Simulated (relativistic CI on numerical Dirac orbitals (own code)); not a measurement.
## Cd²⁴⁺: q coefficients and field-shift factors

These numbers are calculated, not measured: Dirac-Coulomb-Breit CI, separate exchange-only KLI orbitals for each configuration, derivatives by finite differences, unscaled Slater integrals, QED left out (own radial code, finite nucleus).

Configurations in the expansion (outside the closed core [Ne]): 3s2 3p6 3d6, 3s2 3p5 3d7, 3s2 3p4 3d8, 3s 3p6 3d7, 3p6 3d8, 3s 3p5 3d8, 3s2 3p6 3d5 4s, 3s2 3p6 3d5 4p. Levels of other configurations are missing.

With x = (α/α₀)² − 1 an excitation energy changes as ω = ω₀ + qx; K = 2q/ω₀ is the relative enhancement. Terms are leading LS components, so labels can repeat. The field-shift factor is F = δν/δ⟨r²⟩ for the transition from the lowest level.

Lowest level 3s2 3p6 3d6 5D_4.

```csv
Level,ω₀ (cm⁻¹),q (cm⁻¹),K,F (GHz/fm²)
3s2 3p6 3d6 5D_2,30067,6135,0.408,0.0212
3s2 3p6 3d6 5D_3,38028,49160,2.59,0.356
3s2 3p6 3d6 5D_0,53546,41300,1.54,0.314
3s2 3p6 3d6 5D_1,53812,54630,2.03,0.392
3s2 3p6 3d6 3H_4,83930,13790,0.329,0.205
3s2 3p6 3d6 3H_6,107573,33500,0.623,0.395
3s2 3p6 3d6 3H_5,107674,31730,0.589,0.366
3s2 3p6 3d6 5D_2,111152,74660,1.34,0.511
3s2 3p6 3d6 3F_3,125222,45660,0.729,0.415
3s2 3p6 3d6 3F_2,127992,43520,0.68,0.324
3s2 3p6 3d6 1S_0,148843,68850,0.925,0.612
3s2 3p6 3d6 3H_4,150443,84140,1.12,0.716
3s2 3p6 3d6 3G_4,165386,68290,0.826,0.655
```

At this charge energies of transitions that change n are usually good to better than 1 %, and those within a shell (Δn = 0) to a few per cent. Terms inside the open d or f shell come out 10 to 20 % too wide with unscaled integrals.
